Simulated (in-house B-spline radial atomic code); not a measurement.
**The aluminium ion Al⁴⁺: [He] 2s2 2p4 3s1 (an excited or competing configuration)**

All numbers are computed (non-relativistic r2SCAN0, spin-polarised, spherical fractional occupations, exact exchange averaged over the configuration; point nucleus) with an all-electron radial atomic-structure program (B-spline basis), not measured.

Z_r = [3n² - l(l+1)]/(2<r>); Z_e = n√(-2ε); the last column is Slater's effective charge. Values are occupation-weighted means over spin.

| shell | electrons | ε (eV) | <r> (bohr) | Z_r | Z_e | Slater |
| --- | --- | --- | --- | --- | --- | --- |
| 1s | 2 | -1644.8 | 0.1202 | 12.48 | 11.00 | 12.70 |
| 2s | 2 | -201.89 | 0.5877 | 10.21 | 7.70 | 9.55 |
| 2p | 4 | -166.28 | 0.5406 | 9.25 | 6.99 | 9.55 |
| 3s | 1 | -56.755 | 1.725 | 7.83 | 6.13 | 5.90 |

The least bound orbital is 3s up at -56.75 eV, and it is also the most diffuse (<r> = 1.725 bohr).
